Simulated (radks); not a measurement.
Valence configurations of Er II (all share [Xe]). Method: scalar-relativistic Kohn-Sham, PBE, spin-unpolarised, spherical densities, point nucleus; computed with a radial shooting solver on a logarithmic mesh with Libxc functionals. Energies are relative to 4f12 6s1; eigenvalues in eV.

valence           E (eV)    e(4f)    e(5d)   e(6p)    e(6s)
4f12 6s1           0.000   -9.719        -       -   -9.058
4f11 6s1 6p1       8.272  -19.690        -  -7.140  -11.436
4f12 5d1           2.538   -8.201   -5.718       -        -
4f10 5d1 6s1 6p1  20.225  -26.976  -12.144  -7.419  -12.027
4f9 5d2 6s1 6p1   38.257  -34.879  -13.649  -7.633  -12.507
4f11 5d1 6s1       5.450  -16.044   -8.119       -   -9.800
4f11.5 6s1.5       1.141  -13.782        -       -   -9.876
4f11.5 5d0.5 6s1   2.114  -12.773   -7.402       -   -9.455
4f11 6s2           4.024  -18.294        -       -  -10.687
4f10.5 6s1.5 6p1  13.430  -24.549        -  -7.583  -12.207

NIST lists [Xe] 4f12 6s1 as the ground configuration; this level of theory agrees among the configurations tried. The energies are those of spherical spin-averaged densities, not of single terms.
